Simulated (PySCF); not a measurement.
From one molecule to another.

First species: C8H11F.
SMILES: `C=C[C@@](F)(C#CC)CC`

Second species: C₃H₉ClOSi₄.
InChI=1S/C3H9ClOSi4/c1-3-9(4)5-8(2)6-7-9/h1,8H,6-7H2,2H3/t8-,9+/m0/s1

Levels: PBE0/pcSseg-1 for HOMO energy, LUMO energy and HOMO–LUMO gap. Geometries: GFN2-xTB. Each structure is a single optimised conformer of the isolated species, non-relativistic unless stated. Electronic properties by PySCF.

The conformers computed, where there is a choice (atom-mapped SMILES and torsion angles):
- `[CH2:1]=[CH:2][C@@:3]([F:4])([C:5]#[C:6][CH3:7])[CH2:8][CH3:9]`: C1–C2–C3–F4 1°, C2–C3–C8–C9 180°

The conformers of `C#C[Si@@]1(Cl)O[Si@H](C)[SiH2][SiH2]1` aren't listed.

```csv
property,column X,column Y
HOMO energy,-7.82 eV,-7.44 eV
LUMO energy,-1.17 eV,0.17 eV
HOMO–LUMO gap,6.65 eV,7.61 eV
```

(1) Which column belongs to which species?

(2) How does each property change from the first species to the second?

Answers

(1) Column X is the second species and column Y the first. The first has 20 atoms and 68 electrons, the second 18 and 108.

(2) HOMO energy -0.38 eV; LUMO energy -1.34 eV; HOMO–LUMO gap -0.96 eV.

